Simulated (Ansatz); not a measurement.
Calculated with Ansatz (gas phase, PBE0-D4/def2-TZVP geometries, no zero-point term in ΔE). CBS: MP2 limit from def2 TZ/QZ plus the TZ coupled-cluster correction, frozen cores. This one scheme is used for every species. Functionals use def2-TZVPP. B3LYP here is the variant with VWN-RPA as its local correlation; programs differ in this. One conformer a species, not always the lowest.

Consider the hydrogenolysis of a C–C bond: `CCOBS` + H₂ → `COBS` + CH₄.

| level | ΔE (kJ/mol) | difference from CCSD(T)/CBS |
| --- | --- | --- |
| PBE-D4 | -53.3 | 0.4 |
| B3LYP-D4 | -57.7 | -4.0 |
| r2SCAN | -56.2 | -2.5 |
| PBE0 | -59.7 | -6.0 |
| B3LYP | -64.9 | -11.2 |
| SCS-MP2/def2-TZVPP | -55.5 | -1.8 |
| CCSD/def2-TZVPP | -58.3 | -4.6 |
| HF/def2-QZVPP | -71.6 | -17.9 |
| MP2/def2-QZVPP | -51.4 | 2.3 |
| SCS-MP2/def2-QZVPP | -54.9 | -1.2 |
| CCSD(T)/CBS | -53.7 | 0 |

Largest T1 diagnostic among the species: 0.013.

The D4 term adds +7.2 kJ/mol with B3LYP and +4.0 kJ/mol with PBE0; it sums over pairs of atoms, weighted by their polarisabilities, and B3LYP, whose exchange is more repulsive, gets the larger term. In def2-TZVPP, CCSD(T) changes the Hartree–Fock value by +17.0 kJ/mol (the triples alone add +3.5 kJ/mol) and MP2 by +19.7 kJ/mol.
